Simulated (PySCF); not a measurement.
C2H5InO2. Atoms are numbered in the order given.

```xyz
10

In     0.0877    -0.2049     1.0018
H     -1.4170    -0.0555     1.8141
H      1.7088    -0.6040     1.4016
O      0.1199     1.2531    -0.7257
C     -0.1475     0.3201    -1.5444
C     -0.2462     0.6122    -3.0171
O     -0.3048    -0.8676    -1.1222
H     -0.9923    -0.0434    -3.4851
H      0.7305     0.3974    -3.4806
H     -0.4868     1.6693    -3.1855
```
Charge 0, spin multiplicity 1.

Coordinates come from a B3LYP-D3(BJ)/def2-SVP optimisation. The def2 effective core potentials stand for the cores of In; spin–orbit coupling is left out.

Computed with r2SCAN/def2-TZVP run with PySCF.

Isolated molecule, no solvent.

Computed frontier levels, gap, dipole moment and polarisability:
```yaml
highest_occupied_level: -7.05 eV
lowest_empty_level: -1.29 eV
orbital_gap: 5.76 eV
dipole_moment: 0.21 D
quadrupole, principal values (traceless, Buckingham form, about the centre of nuclear charge): -5.35, -3.80, 9.15 D·Å
mean_static_polarisability: 65.5 bohr³ (9.71 Å³)
polarisability_principal_values: 53.3, 60.0, 83.2 bohr³
```
